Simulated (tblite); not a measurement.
C6H7S (doublet state).
SMILES with atom numbers: `[CH2:1][C:2]#[C:3][CH2:4][S:5][CH:6]=[CH2:7]` (hydrogens: H8, H9 on C1; H10, H11 on C4; H12 on C6; H13, H14 on C7)

Cartesian coordinates in Å at the GFN2-xTB level; atoms count from 1:
```
atom  x, y, z in Å
C1     2.009    2.288   -0.679
C2     1.663    1.098   -0.157
C3     1.414   -0.003    0.324
C4     0.927   -1.223    0.873
S5    -0.895   -1.087    1.280
C6    -1.526   -0.728   -0.317
C7    -2.817   -0.630   -0.587
H8     2.009    2.445   -1.743
H9     2.275    3.111   -0.040
H10    1.035   -2.065    0.188
H11    1.391   -1.454    1.833
H12   -0.758   -0.578   -1.060
H13   -3.160   -0.401   -1.580
H14   -3.567   -0.774    0.171
```

Computed with GFN2-xTB (tblite): harmonic, unscaled wavenumbers at the GFN2-xTB geometry, gas phase. Against measured fundamentals such values can be off by several per cent, at times by over 20. One conformer, not necessarily the lowest. Open shells enter through the occupations alone, without spin polarisation, and single modes of such species can be off by tens of per cent.

Harmonic wavenumbers (cm⁻¹): 40.9, 66.4, 87.6, 132.5, 180.7, 232.1, 281.5, 290.1, 366.5, 424.3, 563.0, 614.4, 681.3, 719.0, 835.4, 842.0, 857.2, 959.6, 977.2, 1016.8, 1106.3, 1167.0, 1242.9, 1318.4, 1382.5, 1402.5, 1436.4, 1651.9, 2175.8, 2950.8, 2974.8, 3072.9, 3103.2, 3111.2, 3128.2, 3141.3.

A = 3515, B = 1233, C = 973.4 MHz; mass 111.027 u (most abundant isotopes); point group C1, symmetry number 1; spin multiplicity 2.

Zero-point energy?

½Σν̃ = 22267 cm⁻¹ = 63.66 kcal/mol.

What is S at 350 K and 1 bar for an ideal gas of classical rigid rotors and harmonic oscillators?

Translation 40.85, rotation 29.20, vibration 32.26, spin (R ln 2) 1.38: S = 103.7 cal/(mol K).

And Cp and H(350 K) − H(0)?

Cp = 37.18 cal/(mol K), of which vibrations give 29.23 (their classical limit is 36 R = 71.5); H(350 K) − H(0) = 8.39 kcal/mol without the zero-point energy, 5.61 from vibrations.

Blend soft modes into free rotors: weight 1/[1 + (100 cm⁻¹/ν̃)⁴] for the oscillator and the rest for a rotor with moment μB/(μ + B), μ = h/(8π²ν), B = 10⁻⁴⁴ kg m². What vibrational entropy results?

29.03 cal/(mol K) in place of 32.26, which changes −T·S at 350 K by +1.13 kcal/mol.

Which modes carry the vibrational entropy at 350 K?

40.9 cm⁻¹: 5.53; 66.4 cm⁻¹: 4.57; 87.6 cm⁻¹: 4.03; 132.5 cm⁻¹: 3.22; 180.7 cm⁻¹: 2.62; 232.1 cm⁻¹: 2.15 cal/(mol K); the other 30 give 10.13 together.

Hindered rotation and anharmonicity are outside this model. Other conformers, if any are populated, would add a mixing term that is left out. The structure is chiral; the term R ln 2 for an equal mix with its mirror image is left out.
